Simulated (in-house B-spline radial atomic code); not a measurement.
Configurations of Pr6+, with energies counted from [Kr] 4d10 4f1 5s2 5p4. Method: scalar-relativistic (X2C) HSE06, spin-polarised, spherical fractional occupations, exact exchange averaged over the configuration, Fermi nucleus of rms radius 4.8919 fm. Calculated with an all-electron radial atomic-structure program (B-spline basis). Shells without spins written out take the highest spin.

Occupations are held fixed; configurations that lie above the ionisation limit could autoionise.

```csv
configuration,E - E(ref) (eV),highest orbital,its <r> (bohr)
[Kr] 4d10 4f1 5s2 5p3 5d1,25.181,5d up,1.845
[Kr] 4d10 5s2 5p4 5f1,49.392,5f up,2.571
[Kr] 4d10 5s2 5p4 6f1,64.395,6f up,4.561
[Kr] 4d9 4f1 5s2 5p4 5d1,134.96,5d up,1.806
```

Order these further configurations by energy, lowest first.
A. [Kr] 4d10 4f1 5s2 5p3 6s1
B. [Kr] 4d9 4f1 5s2 5p4 6d1
C. [Kr] 4d9 4f1 5s2 5p5
D. [Kr] 4d10 4f1 5s2 5p3 6d1
E. [Kr] 4d9 4f1 5s2 5p4 6p1

A (38.387 eV), D (56.475 eV), C (107.91 eV), E (156.53 eV), B (167.28 eV).
